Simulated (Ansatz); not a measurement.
One change: `C[C@H](F)[C@H](F)C(F)F` becomes `CC(F)CF`.

Ansatz, PBE0-D4/def2-TZVP geometries, multiplicity 1. Each molecule was computed in one conformer, which needn't be the lowest.

| property | `C[C@H](F)[C@H](F)C(F)F` |
| --- | --- |
| LUMO energy (B3LYP/def2-TZVPP) / eV | 0.65 |
| LUMO energy (PBE0/def2-TZVPP) / eV | 1.00 |
| HOMO energy (ωB97M-V/def2-TZVPP) / eV | -11.79 |
| HOMO–LUMO gap (B3LYP/def2-TZVPP) / eV | 9.87 |
| HOMO–LUMO gap (ωB97M-V/def2-TZVPP) / eV | 14.29 |
| HOMO energy (PBE/def2-TZVPP) / eV | -7.69 |

Question: Give the same properties after the change, and the shifts. (An estimate is asked.)

Answer: Computed: 
```json
{"property": "LUMO energy (B3LYP/def2-TZVPP) / eV", "`CC(F)CF`": "0.80", "shift": "0.15"}
{"property": "LUMO energy (PBE0/def2-TZVPP) / eV", "`CC(F)CF`": "1.16", "shift": "0.16"}
{"property": "HOMO energy (ωB97M-V/def2-TZVPP) / eV", "`CC(F)CF`": "-11.68", "shift": "0.11"}
{"property": "HOMO–LUMO gap (B3LYP/def2-TZVPP) / eV", "`CC(F)CF`": "9.86", "shift": "-0.01"}
{"property": "HOMO–LUMO gap (ωB97M-V/def2-TZVPP) / eV", "`CC(F)CF`": "14.27", "shift": "-0.02"}
{"property": "HOMO energy (PBE/def2-TZVPP) / eV", "`CC(F)CF`": "-7.55", "shift": "0.14"}
```

The zero-point energy changes by -35.4 kJ/mol with -9 modes.

B3LYP here is the variant with VWN-RPA as its local correlation; programs differ in this.
